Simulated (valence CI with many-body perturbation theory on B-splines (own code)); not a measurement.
Level structure of Ge²⁶⁺

Calculated by relativistic CI+MBPT: four valence electrons over a frozen Dirac-Fock core [He], a basis of 11 s, 11 p, 10 d, 8 f, 5 g, 2 h functions for each j, with the one-electron correlation potential Σ1, the two-electron term Σ2, the three-electron term Σ3, Breit, model QED; selected CI, second order for the rest, scaled by the run's own slope (own B-spline code, finite nucleus).

The last digits are not significant, and no measured levels were compared; by estimate large intervals hold to a few tenths of a per cent, small ones and those within an open d or f shell to about a per cent. Among the levels kept, up to 1100 cm⁻¹ of a level comes from second order outside the variational space, and about a tenth of that is noise between levels of different J, which matters for small intervals.

Levels 1 to 45 of 203, with energies above the lowest level, (2s^2 2p1/2^2) J=0. "Leading %" is the weight of the configuration and term that name the level; weights of strongly mixed levels are sums over their largest components and can fall short, so below about 35 % the name and the second component can differ from the true leading terms, or belong to a minority configuration. In the jj column 3d3/2^4 stands for four electrons in 3d with j = 3/2. Lifetimes count E1, E2, E3, M1 and M2 decay at the calculated energies, and are blank where another channel may lead or the interval is too uncertain; long ones can be off by a factor of two.

| No. | Configuration | Term | J | E (eV) | Leading % | Lifetime | Leading jj |
| --- | --- | --- | --- | --- | --- | --- | --- |
| 1 | 2s2.2p2 | 3P | 0 | 0.0 | 82 |  | 2s^2 2p1/2^2 (95 %) |
| 2 | 2s2.2p2 | 3P | 1 | 27.3 | 99 | 6.32 μs | 2s^2 2p1/2 2p3/2 (99 %) |
| 3 | 2s2.2p2 | 3P | 2 | 35.7 | 56 | 405 μs | 2s^2 2p1/2 2p3/2 (94 %) |
| 4 | 2s2.2p2 | 1D | 2 | 69.7 | 56 | 2.28 μs | 2s^2 2p3/2^2 (93 %) |
| 5 | 2s2.2p2 | 1S | 0 | 90.3 | 80 | 831 ns | 2s^2 2p3/2^2 (94 %) |
| 6 | 2s.2p3 | 5S° | 2 | 104.2 | 86 | 1.68 ns | 2s 2p1/2^2 2p3/2 (57 %) |
| 7 | 2s.2p3 | 3D° | 1 | 145.7 | 68 | 30.4 ps | 2s 2p1/2^2 2p3/2 (75 %) |
| 8 | 2s.2p3 | 3D° | 2 | 150.3 | 70 | 62.0 ps | 2s 2p1/2 2p3/2^2 (68 %) |
| 9 | 2s.2p3 | 3D° | 3 | 160.5 | 100 | 83.5 ps | 2s 2p1/2 2p3/2^2 (100 %) |
| 10 | 2s.2p3 | 3P° | 0 | 178.7 | 100 | 23.9 ps | 2s 2p1/2 2p3/2^2 (100 %) |
| 11 | 2s.2p3 | 3P° | 1 | 182.1 | 63 | 19.1 ps | 2s 2p1/2 2p3/2^2 (83 %) |
| 12 | 2s.2p3 | 3P° | 2 | 188.0 | 43 | 19.2 ps | 2s 2p1/2 2p3/2^2 (54 %) |
| 13 | 2s.2p3 | 3S° | 1 | 202.7 | 60 | 6.94 ps | 2s 2p1/2 2p3/2^2 (78 %) |
| 14 | 2s.2p3 | 1D° | 2 | 219.1 | 70 | 12.7 ps | 2s 2p3/2^3 (58 %) |
| 15 | 2s.2p3 | 1P° | 1 | 244.9 | 66 | 6.60 ps | 2s 2p3/2^3 (81 %) |
| 16 | 2p4 | 3P | 2 | 295.5 | 81 | 10.2 ps | 2p1/2^2 2p3/2^2 (96 %) |
| 17 | 2p4 | 3P | 0 | 315.2 | 66 | 8.21 ps | 2p1/2^2 2p3/2^2 (87 %) |
| 18 | 2p4 | 3P | 1 | 326.9 | 99 | 7.79 ps | 2p1/2 2p3/2^3 (99 %) |
| 19 | 2p4 | 1D | 2 | 338.1 | 81 | 10.5 ps | 2p1/2 2p3/2^3 (96 %) |
| 20 | 2p4 | 1S | 0 | 385.9 | 65 | 6.33 ps | 2p3/2^4 (87 %) |
| 21 | 2s2.2p.3s | 3P° | 0 | 1538.6 | 97 | 192 fs | 2s^2 2p1/2 3s (97 %) |
| 22 | 2s2.2p.3s | 3P° | 1 | 1540.1 | 71 | 155 fs | 2s^2 2p1/2 3s (97 %) |
| 23 | 2s2.2p.3p | 3D | 1 | 1567.5 | 69 | 10.0 ps | 2s^2 2p1/2 3p1/2 (97 %) |
| 24 | 2s2.2p.3s | 3P° | 2 | 1574.8 | 96 | 168 fs | 2s^2 2p3/2 3s (96 %) |
| 25 | 2s2.2p.3s | 1P° | 1 | 1578.4 | 70 | 120 fs | 2s^2 2p3/2 3s (96 %) |
| 26 | 2s2.2p.3p | 3P | 0 | 1580.6 | 76 | 1.84 ps | 2s^2 2p1/2 3p1/2 (92 %) |
| 27 | 2s2.2p.3p | 3P | 1 | 1581.8 | 37 | 2.45 ps | 2s^2 2p1/2 3p3/2 (93 %) |
| 28 | 2s2.2p.3p | 3D | 2 | 1583.0 | 70 | 6.26 ps | 2s^2 2p1/2 3p3/2 (92 %) |
| 29 | 2s2.2p.3p | 3P | 1 | 1608.2 | 43 | 1.17 ps | 2s^2 2p3/2 3p1/2 (74 %) |
| 30 | 2s2.2p.3d | 3F° | 2 | 1610.0 | 74 | 148 fs | 2s^2 2p1/2 3d3/2 (98 %) |
| 31 | 2s2.2p.3p | 3P | 2 | 1611.4 | 43 | 2.60 ps | 2s^2 2p3/2 3p1/2 (84 %) |
| 32 | 2s.2p2.3s | 5P | 1 | 1612.2 | 64 | 314 fs | 2s 2p1/2^2 3s (50 %) |
| 33 | 2s2.2p.3p | 3D | 3 | 1614.1 | 96 | 7.67 ps | 2s^2 2p3/2 3p3/2 (96 %) |
| 34 | 2s2.2p.3p | 3S | 1 | 1615.5 | 49 | 1.34 ps | 2s^2 2p3/2 3p3/2 (75 %) |
| 35 | 2s2.2p.3d | 3F° | 3 | 1618.6 | 63 | 38.5 fs | 2s^2 2p1/2 3d5/2 (93 %) |
| 36 | 2s2.2p.3d | 3P° | 2 | 1618.7 | 41 | 25.3 fs | 2s^2 2p1/2 3d5/2 (96 %) |
| 37 | 2s2.2p.3d | 3D° | 1 | 1620.2 | 58 | 16.9 fs | 2s^2 2p1/2 3d3/2 (96 %) |
| 38 | 2s.2p2.3s | 3P | 0 | 1624.8 | 79 | 185 fs | 2s 2p1/2^2 3s (65 %) |
| 39 | 2s2.2p.3p | 1D | 2 | 1625.1 | 56 | 1.53 ps | 2s^2 2p3/2 3p3/2 (83 %) |
| 40 | 2s.2p2.3s | 5P | 2 | 1632.2 | 92 | 253 fs | 2s 2p1/2 2p3/2 3s (90 %) |
| 41 | 2s2.2p.3p | 1S | 0 | 1637.6 | 68 | 831 fs | 2s^2 2p3/2 3p3/2 (87 %) |
| 42 | 2s.2p2.3p | 5D° | 0 | 1642.1 | 80 | 481 fs | 2s 2p1/2^2 3p1/2 (73 %) |
| 43 | 2s.2p2.3p | 5D° | 1 | 1642.8 | 48 | 203 fs | 2s 2p1/2^2 3p1/2 (70 %) |
| 44 | 2s.2p2.3s | 5P | 3 | 1644.6 | 82 | 199 fs | 2s 2p1/2 2p3/2 3s (72 %) |
| 45 | 2s.2p2.3s | 3P | 1 | 1645.2 | 84 | 141 fs | 2s 2p1/2 2p3/2 3s (88 %) |

The ionisation energy to 2s2.2p 2P°_1/2 of the next ion comes out as 2741.4 eV (NIST: 2737.1 ± 2.3 eV (semi-empirical)). All 203 levels together are meant to be complete up to 1870.7 eV.
